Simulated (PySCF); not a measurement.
**input.py for Cd**

File input.py (PySCF 2.14):

```python
from pyscf import gto, scf

mol = gto.M(
    atom='Cd 0 0 0',
    basis='x2c-svpall',
    charge=0,
    spin=0,
    verbose=4,
)
mf = scf.RHF(mol)
mf = mf.sfx2c1e()
mf.kernel()
mf.stability(internal=True, external=True)
mf.dip_moment()
print('orbital energies (hartree):', mf.mo_energy[..., max(0, mol.nelec[1]-3):mol.nelec[0]+3].round(4))
```

```bash
$ python input.py
```

Output:

```
PySCF version 2.14.0

[INPUT] verbose = 4
[INPUT] num. atoms = 1
[INPUT] num. electrons = 48
[INPUT] charge = 0
[INPUT] spin (= nelec alpha-beta = 2S) = 0
[INPUT] symmetry False subgroup None
[INPUT] Mole.unit = angstrom
[INPUT] Symbol           X                Y                Z      unit          X                Y                Z       unit  Magmom
[INPUT]  1 Cd     0.000000000000   0.000000000000   0.000000000000 AA    0.000000000000   0.000000000000   0.000000000000 Bohr   0.0

nuclear repulsion = 0
number of shells = 4
number of NR pGTOs = 120
number of NR cGTOs = 56
basis = x2c-svpall
ecp = {}

******** <class 'pyscf.x2c.sfx2c1e.sfX2C1eRHF'> ********
method = sfX2C1eRHF
initial guess = minao
damping factor = 0
level_shift factor = 0
DIIS = <class 'pyscf.scf.diis.CDIIS'>
diis_start_cycle = 1
diis_space = 8
diis_damp = 0
SCF conv_tol = 1e-09
SCF conv_tol_grad = None
SCF max_cycles = 50
direct_scf = True
direct_scf_tol = 1e-13

******** <class 'pyscf.x2c.sfx2c1e.SpinFreeX2CHelper'> ********
approx = 1e
xuncontract = 1
Set gradient conv threshold to 3.16228e-05
Initial guess from minao.
init E= -5590.79611041802
  HOMO = -0.275344799368524  LUMO = 0.0511480892186051  gap/eV = 8.88432
cycle= 1 E= -5590.8733146448  delta_E= -0.0772  |g|= 0.055  |ddm|= 0.277
  HOMO = -0.281883086211681  LUMO = 0.0479615226977571  gap/eV = 8.97553
cycle= 2 E= -5590.87350807472  delta_E= -0.000193  |g|= 0.0365  |ddm|= 0.0457
  HOMO = -0.280624900676995  LUMO = 0.04807331905386  gap/eV = 8.94433
cycle= 3 E= -5590.87362549163  delta_E= -0.000117  |g|= 0.0016  |ddm|= 0.0302
  HOMO = -0.281064795673087  LUMO = 0.0475437607978301  gap/eV = 8.94189
cycle= 4 E= -5590.8736287436  delta_E= -3.25e-06  |g|= 0.000307  |ddm|= 0.016
  HOMO = -0.281102313728931  LUMO = 0.0474636472632408  gap/eV = 8.94074
cycle= 5 E= -5590.87362883656  delta_E= -9.3e-08  |g|= 1.8e-05  |ddm|= 0.00308
  HOMO = -0.281099425238192  LUMO = 0.0474650013887584  gap/eV = 8.94069
cycle= 6 E= -5590.87362883661  delta_E= -5.09e-11  |g|= 1.62e-06  |ddm|= 2.31e-05
  HOMO = -0.281099688857663  LUMO = 0.0474648251972104  gap/eV = 8.94070
Extra cycle  E= -5590.87362883661  delta_E= -1.82e-12  |g|= 1.13e-06  |ddm|= 2.97e-06
converged SCF energy = -5590.87362883661
rhf_internal: lowest eigs of H = [0.8048378  0.80483939 0.8048403 ]
<class 'pyscf.x2c.sfx2c1e.sfX2C1eRHF'> wavefunction is stable in the internal stability analysis
rhf_real2complex: lowest eigs of H = [0.14564746 0.14564811 0.14564957]
<class 'pyscf.x2c.sfx2c1e.sfX2C1eRHF'> wavefunction is stable in the real -> complex stability analysis
rhf_external: lowest eigs of H = [0.03614244 0.03614282 0.03614331]
<class 'pyscf.x2c.sfx2c1e.sfX2C1eRHF'> wavefunction is stable in the RHF/RKS -> UHF/UKS stability analysis
Dipole moment(X, Y, Z, Debye): -0.00000,  0.00000,  0.00000
orbital energies (hartree): [-0.7226 -0.7226 -0.2811  0.0475  0.0475  0.0475]
```

In short: E(SCF) = -5590.873629 Eh, 6 cycles, internal stable; real -> complex stable; RHF/RKS -> UHF/UKS stable.

Wall time 2.9 s on one thread of a shared host.
